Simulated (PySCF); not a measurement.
Dipole response of Sr⁺ (strontium, charge +1)

[Kr] 5s1, 2S determinant. Calculation: PySCF 2.14, in aug-cc-pwCVTZ-X2C (10s9p7d3f, 93 functions); scalar relativity by spin-free X2C-1e. Coupled (time-dependent) response in atomic units; α is the mean over directions.

```tsv
method	mean α (bohr³)	C₆ (like pair)	S(−4)
UHF	120.7	1147	12680
PBE	95.22	826.4	7790
PBE0	102.4	912.2	9055
```

S(−4) is the Cauchy moment in α(ω) = α(0) + S(−4) ω² + …

α(iu) at PBE0:

```tsv
u (hartree)	α(iu) (bohr³)
0	102.4
0.0500	84.04
0.100	55.67
0.200	26.10
0.300	15.79
0.500	8.861
0.750	5.811
1.00	4.236
1.50	2.539
2.00	1.670
3.00	0.8675
5.00	0.3563
```

A single London oscillator, α(iu) = α/(1 + u²/ω²), gives C₆ = (3/4) ω α². Matching the computed C₆ needs ω = 4 × 912.2 / (3 × 102.4²) = 0.116 hartree.

For an ion, C₆ is the dispersion term alone; charge-induced terms of lower order in 1/R come first.
